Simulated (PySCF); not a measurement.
Shapes and spin states of Pt₂Se

Computed with PySCF, B3LYP, basis Se def2-SVP, Pt def2-SVP with ECP60 (scalar-relativistic core potentials, no spin–orbit coupling, density fitting).

Relaxations began from a few typed shapes and spin states; open shells are unrestricted. The search is not exhaustive: other isomers or separated fragments can lie lower, and high-lying points may rest on an excited occupation.

```json
{"spin": "triplet", "group": "C2v", "bonds": "Pt–Pt 2.692 Å, Se–Pt 2.312 Å (×2)", "angles": "Pt–Pt–Se 54.4° (×2), Pt–Se–Pt 71.2°", "imaginary modes (cm⁻¹)": "none", "ΔE (kJ/mol)": "0.0", "ΔE with ZPE (kJ/mol)": "0.0"}
{"spin": "singlet (closed shell, unstable to spin polarisation)", "group": "C2v", "bonds": "Se–Pt 2.228 Å (×2)", "angles": "Pt–Se–Pt 108.5°", "imaginary modes (cm⁻¹)": "none", "ΔE (kJ/mol)": "63.5", "ΔE with ZPE (kJ/mol)": "63.8"}
{"spin": "triplet", "group": "C2v", "bonds": "Se–Pt 2.262 Å (×2)", "angles": "Pt–Se–Pt 119.9°", "imaginary modes (cm⁻¹)": "none", "ΔE (kJ/mol)": "80.1", "ΔE with ZPE (kJ/mol)": "78.6"}
{"spin": "triplet", "group": "D∞h", "bonds": "Se–Pt 2.252 Å (×2)", "angles": "Pt–Se–Pt 180.0°", "imaginary modes (cm⁻¹)": "111i, 111i", "ΔE (kJ/mol)": "127.6", "ΔE with ZPE (kJ/mol)": "–"}
```

The lowest minimum found is the triplet C2v: Pt–Pt 2.692 Å, Se–Pt 2.312 Å (×2); Pt–Pt–Se 54.4° (×2), Pt–Se–Pt 71.2°.

For the lowest minimum: with open d or f shells other occupations or spin states may lie lower. No spin–orbit coupling is included, which matters more the heavier the element.
